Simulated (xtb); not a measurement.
Mo(S)2(OH)2 (H2MoO2S2), SMILES [OH][Mo]([OH])(=[S])=[S], multiplicity 1. All values are semi-empirical tight-binding results from xtb (GFN2-xTB unless named), good for trends rather than for accurate numbers. Coordinates come from a GFN2-xTB optimisation. The spin state was assumed, not searched. Other conformers were not sampled.

Optimised geometry:

```xyz
7

Mo     0.0000     0.0000    -0.3032
S     -1.7088     0.0000     1.0136
S      1.7088     0.0000     1.0136
O      0.0000    -1.5882    -1.0559
H      0.0000    -2.4857    -1.4046
O      0.0000     1.5882    -1.0559
H      0.0000     2.4857    -1.4046
```
Charge 0, spin multiplicity 1.

For metal compounds this method's bond lengths and energies can be far off.

```
Property                                       Value
-------------------------------------  -------------
point group as xtb finds it                      C2v
orbital gap                                  2.03 eV
zero-point energy                      17.1 kcal/mol
G − E(el) at 298.15 K (modified RRHO)  -3.2 kcal/mol
```

Computed atomic charges and the Wiberg bond orders between heavy atoms:
charges (e) Mo1 0.83, S2 -0.32, S3 -0.32, O4 -0.45, H5 0.35, O6 -0.45, H7 0.35. Bond orders Mo1–S2 2.12, Mo1–S3 2.12, Mo1–O4 1.29, Mo1–O6 1.29.
